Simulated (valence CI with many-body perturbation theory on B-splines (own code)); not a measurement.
E1 transitions of Rh39+

Computed by configuration interaction combined with many-body perturbation theory (CI+MBPT): four valence electrons over a frozen Dirac-Fock core [He], a basis of 11 s, 11 p, 10 d, 8 f, 5 g, 2 h functions for each j, with the one-electron correlation potential Σ1 (screened to all orders), the two-electron term Σ2, the three-electron term Σ3, Breit, model QED; selected single and double excitations, second order for the rest, scaled by the run's own slope (own B-spline code, finite nucleus).

No measured spectrum was set against this ion. As an estimate, large intervals hold to a few tenths of a per cent, small ones and those within an open d or f shell to about a per cent. Among the levels kept, up to 980 cm⁻¹ of a level comes from second order outside the variational space, and about a tenth of that is noise between levels of different J, which matters for small intervals.

Lines 151 to 200 of 551 in falling wavelength, among levels below 32973 × 10³ cm⁻¹, chosen from the strongest by gf and those to the six lowest levels. Wavelengths and rates use the calculated energies. Electric multipoles are in the length gauge, E1 and E2 with the static RPA response of the core. Weak lines are less certain than strong ones. Lines between different terms over intervals too small for the method are left out, as are lines whose strength nearly cancels. The highest levels of a list are the least certain.

Levels are named by their leading jj configuration (3d3/2^4 stands for four electrons in 3d with j = 3/2), which in mixed levels can hold well under half, so a name can repeat and another be missing. Letters in brackets count levels of one name in rising energy.

| λ vac (nm) | Upper | Lower | A (s⁻¹) | log gf | Branch % |
| --- | --- | --- | --- | --- | --- |
| 6.003 | (2p1/2^2 2p3/2^2) J=2 | (2s 2p1/2 2p3/2^2) J=3 | 5.14e+10 | -0.86 | 13.5 |
| 4.850 | (2s 2p3/2^2 3p3/2) J=3 [a] | (2s^2 2p3/2 3p3/2) J=2 | 3.48e+10 | -1.07 | 0.1 |
| 4.630 | (2p1/2 2p3/2^2 3p3/2) J=2 [a] | (2s 2p1/2 2p3/2 3p3/2) J=1 [c] | 5.81e+10 | -1.03 | 0.1 |
| 4.617 | (2s 2p3/2^2 3d5/2) J=5 | (2s^2 2p3/2 3d5/2) J=4 | 3.27e+10 | -0.94 | 86.5 |
| 4.558 | (2p1/2 2p3/2^2 3d5/2) J=4 | (2s 2p1/2 2p3/2 3d5/2) J=3 [c] | 5.28e+10 | -0.83 | 8.4 |
| 4.537 | (2s 2p3/2^2 3p3/2) J=4 | (2s^2 2p3/2 3p3/2) J=3 | 3.32e+10 | -1.04 | 19.6 |
| 4.528 | (2p1/2 2p3/2^2 3d3/2) J=2 | (2s 2p1/2 2p3/2 3d3/2) J=2 [c] | 5.50e+10 | -1.07 | 0.2 |
| 4.515 | (2s 2p3/2^2 3p1/2) J=3 | (2s^2 2p3/2 3p1/2) J=2 | 4.09e+10 | -1.06 | 0.1 |
| 4.507 | (2p1/2 2p3/2^2 3s) J=2 [a] | (2s 2p1/2 2p3/2 3s) J=1 [c] | 8.83e+10 | -0.87 | 0.4 |
| 4.492 | (2p1/2 2p3/2^2 3p3/2) J=3 [a] | (2s 2p1/2 2p3/2 3p3/2) J=2 [c] | 6.70e+10 | -0.85 | 0.1 |
| 4.460 | (2s 2p1/2 2p3/2^2) J=2 [a] | (2s^2 2p1/2 2p3/2) J=1 | 5.42e+10 | -1.09 | 95.9 |
| 4.359 | (2p1/2 2p3/2^2 3p1/2) J=2 [a] | (2s 2p1/2 2p3/2 3p1/2) J=1 [b] | 6.12e+10 | -1.06 | 0.2 |
| 4.244 | (2s 2p1/2 2p3/2^2) J=3 | (2s^2 2p1/2 2p3/2) J=2 | 4.45e+10 | -1.08 | 88.1 |
| 4.239 | (2p1/2 2p3/2^2 3p1/2) J=2 [b] | (2s 2p1/2 2p3/2 3p1/2) J=1 [c] | 9.74e+10 | -0.88 | 0.1 |
| 4.236 | (2p1/2 2p3/2^2 3p3/2) J=4 | (2s 2p1/2 2p3/2 3p3/2) J=3 [c] | 1.01e+11 | -0.61 | 0.2 |
| 4.233 | (2s 2p3/2^2 3p3/2) J=2 [a] | (2s^2 2p3/2 3p3/2) J=1 | 6.28e+10 | -1.07 | 0.1 |
| 4.223 | (2p1/2 2p3/2^2 3s) J=3 | (2s 2p1/2 2p3/2 3s) J=2 [c] | 6.58e+10 | -0.91 | 0.1 |
| 4.150 | (2p1/2 2p3/2^2 3p1/2) J=3 | (2s 2p1/2 2p3/2 3p1/2) J=2 [c] | 9.46e+10 | -0.77 | 0.4 |
| 4.096 | (2p1/2 2p3/2^3) J=1 | (2s 2p1/2 2p3/2^2) J=1 [b] | 1.52e+11 | -0.94 | 25.7 |
| 4.087 | (2p1/2 2p3/2^2 3p3/2) J=2 [b] | (2s 2p1/2 2p3/2 3p3/2) J=1 [d] | 8.61e+10 | -0.97 | 0.2 |
| 4.063 | (2p1/2 2p3/2^2 3s) J=2 [b] | (2s 2p1/2 2p3/2 3s) J=1 [b] | 8.28e+10 | -0.99 | 0.3 |
| 3.999 | (2s 2p1/2 2p3/2 3d5/2) J=3 [c] | (2s^2 2p3/2 3s) J=2 | 7.23e+10 | -0.92 | 0.1 |
| 3.976 | (2s 2p3/2^2 3d5/2) J=4 [b] | (2s^2 2p3/2 3d5/2) J=3 | 4.80e+10 | -0.99 | 1.2 |
| 3.954 | (2s 2p1/2 2p3/2 3d5/2) J=4 [c] | (2s^2 2p1/2 3d5/2) J=3 | 1.42e+11 | -0.52 | 0.3 |
| 3.943 | (2s 2p3/2^2 3p3/2) J=3 [b] | (2s^2 2p3/2 3p3/2) J=2 | 5.84e+10 | -1.02 | 0.2 |
| 3.931 | (2s 2p3/2^3) J=2 | (2s^2 2p3/2^2) J=2 | 2.09e+11 | -0.62 | 95.1 |
| 3.931 | (2s 2p1/2 2p3/2 3p3/2) J=3 [c] | (2s^2 2p1/2 3p3/2) J=2 | 1.69e+11 | -0.56 | 0.6 |
| 3.900 | (2p1/2 2p3/2^3) J=1 | (2s 2p1/2 2p3/2^2) J=1 [a] | 1.19e+11 | -1.09 | 20.2 |
| 3.894 | (2s 2p1/2 2p3/2 3d5/2) J=3 [c] | (2s^2 2p1/2 3d5/2) J=2 | 1.02e+11 | -0.79 | 0.1 |
| 3.891 | (2s 2p1/2 2p3/2 3p3/2) J=2 [c] | (2s^2 2p1/2 3p3/2) J=1 | 1.99e+11 | -0.65 | 0.7 |
| 3.890 | (2s 2p3/2^2 3d5/2) J=2 [b] | (2s^2 2p3/2 3d5/2) J=1 | 1.06e+11 | -0.92 | 0.4 |
| 3.881 | (2s 2p1/2 2p3/2 3d3/2) J=3 [c] | (2s^2 2p1/2 3d3/2) J=2 | 1.42e+11 | -0.65 | 0.9 |
| 3.880 | (2s 2p3/2^2 3d5/2) J=3 [c] | (2s^2 2p3/2 3d5/2) J=3 | 1.54e+11 | -0.61 | 0.1 |
| 3.879 | (2p3/2^4) J=0 | (2s 2p3/2^3) J=1 | 7.18e+11 | -0.79 | 93.8 |
| 3.876 | (2p1/2^2 2p3/2^2) J=2 | (2s 2p1/2^2 2p3/2) J=1 | 1.24e+11 | -0.86 | 32.6 |
| 3.866 | (2s 2p1/2 2p3/2 3d3/2) J=2 [d] | (2s^2 2p1/2 3d3/2) J=1 | 1.76e+11 | -0.71 | 0.1 |
| 3.863 | (2p1/2 2p3/2^2 3p3/2) J=1 [c] | (2s 2p1/2 2p3/2 3p3/2) J=1 [c] | 1.21e+11 | -1.09 | 0.2 |
| 3.862 | (2s 2p1/2 2p3/2 3p1/2) J=2 [c] | (2s^2 2p1/2 3p1/2) J=1 | 1.81e+11 | -0.69 | 0.6 |
| 3.856 | (2s 2p1/2 2p3/2 3d3/2) J=1 [d] | (2s^2 2p1/2 3d3/2) J=1 | 1.60e+11 | -0.97 | 0.1 |
| 3.852 | (2s 2p1/2 2p3/2 3s) J=1 [b] | (2s^2 2p1/2 3s) J=0 | 1.30e+11 | -1.06 | 0.4 |
| 3.852 | (2p1/2 2p3/2^2 3p3/2) J=2 [c] | (2s 2p1/2 2p3/2 3p3/2) J=2 [d] | 1.44e+11 | -0.80 | 0.3 |
| 3.849 | (2s 2p1/2 2p3/2 3p1/2) J=1 [b] | (2s^2 2p1/2 3p1/2) J=1 | 2.48e+11 | -0.78 | 1.0 |
| 3.844 | (2p1/2 2p3/2^3) J=2 | (2s 2p1/2 2p3/2^2) J=2 [b] | 2.81e+11 | -0.51 | 54.6 |
| 3.844 | (2s 2p1/2 2p3/2 3d5/2) J=3 [d] | (2s^2 2p1/2 3d5/2) J=3 | 2.15e+11 | -0.48 | 0.1 |
| 3.840 | (2p1/2 2p3/2^2 3p3/2) J=3 [b] | (2s 2p1/2 2p3/2 3p3/2) J=3 [b] | 9.82e+10 | -0.82 | 0.2 |
| 3.836 | (2s 2p1/2 2p3/2 3p1/2) J=1 [c] | (2s^2 2p1/2 3p1/2) J=0 | 2.09e+11 | -0.86 | 0.7 |
| 3.825 | (2p1/2^2 2p3/2 3p3/2) J=1 | (2s 2p1/2^2 3p3/2) J=1 | 1.24e+11 | -1.09 | 0.2 |
| 3.824 | (2s 2p1/2 2p3/2 3p3/2) J=2 [d] | (2s^2 2p1/2 3p3/2) J=2 | 2.28e+11 | -0.60 | 0.8 |
| 3.823 | (2s 2p1/2 2p3/2 3s) J=2 [c] | (2s^2 2p1/2 3s) J=1 | 1.81e+11 | -0.70 | 1.1 |
| 3.821 | (2p1/2^2 2p3/2 3d5/2) J=4 | (2s 2p1/2^2 3d5/2) J=3 | 7.30e+10 | -0.84 | 14.3 |
